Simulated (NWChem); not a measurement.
Species: C2H3BO2; SMILES C#CB(O)O

```xyz
8

B      0.0000     0.0000    -0.5062
C      0.0000     0.0000     1.0456
C      0.0000     0.0000     2.2623
H      0.0000     0.0000     3.3380
O      0.0000     1.1580    -1.2107
H      0.0000     1.9323    -0.6416
O      0.0000    -1.1580    -1.2107
H      0.0000    -1.9323    -0.6416
```
Atoms are numbered in this order, from 1.

Results from NWChem. Pople sets run with spherical d functions. Medium grid unless said otherwise, to which SCAN and Minnesota functionals are sensitive. Geometry: optimised at PBE0/def2-SVP. B3LYP is NWChem's, with the RPA form of VWN correlation.

**Question.** Among these, which level gives the highest value of “orbital gap (eV)”?
A. PBE0/6-31G*
B. B3LYP/6-31G*
C. r2SCAN/6-31G*
D. MN15/6-31G*

**Answer.** D, MN15/6-31G*. Values: r2SCAN/6-31G* 6.11; B3LYP/6-31G* 7.42; PBE0/6-31G* 7.91; MN15/6-31G* 9.23
